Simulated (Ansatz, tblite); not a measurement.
Oligo(3-methylthiophene), dithiol: gap (eV) at several levels, gas phase, relaxed structures; Ansatz, xTB through tblite. The structures are stationary points that may keep the symmetry of their start.

```json
{"species": "Cc1cc(-c2sc(-c3sc(S)cc3C)cc2C)sc1S", "state": "singlet", "geometry": "r2SCAN-D4/def2-SVP", "GFN1-xTB": "2.05", "PBE-D4/def2-SVP": "2.23", "PBE-D4/def2-TZVP": "2.18", "r2SCAN-D4/def2-TZVP": "2.33", "PBE0-D4/def2-SVP": "3.67", "PBE0-D4/def2-TZVP": "3.59"}
{"species": "Cc1cc(-c2sc(-c3sc(-c4sc(S)cc4C)cc3C)cc2C)sc1S", "state": "singlet", "geometry": "r2SCAN-D4/def2-SVP", "GFN1-xTB": "1.79", "PBE-D4/def2-SVP": "1.92", "PBE-D4/def2-TZVP": "1.87", "r2SCAN-D4/def2-TZVP": "2.01", "PBE0-D4/def2-SVP": "3.26", "PBE0-D4/def2-TZVP": "3.19"}
{"species": "Cc1cc(-c2sc(-c3sc(-c4sc(-c5sc(-c6sc(S)cc6C)cc5C)cc4C)cc3C)cc2C)sc1S", "state": "singlet", "geometry": "PBE-D4/def2-SVP", "GFN1-xTB": "1.42", "PBE-D4/def2-SVP": "1.51", "PBE-D4/def2-TZVP": "1.46", "r2SCAN-D4/def2-TZVP": "1.56", "PBE0-D4/def2-SVP": "2.71", "PBE0-D4/def2-TZVP": "2.65"}
```

Over the 3 species that have every level, the mean is 1.75 at GFN1-xTB, 1.89 at PBE-D4/def2-SVP, 1.84 at PBE-D4/def2-TZVP, 1.97 at r2SCAN-D4/def2-TZVP, 3.21 at PBE0-D4/def2-SVP, 3.14 at PBE0-D4/def2-TZVP. Orbital gaps grow with the share of exact exchange and aren't one observable across functionals.
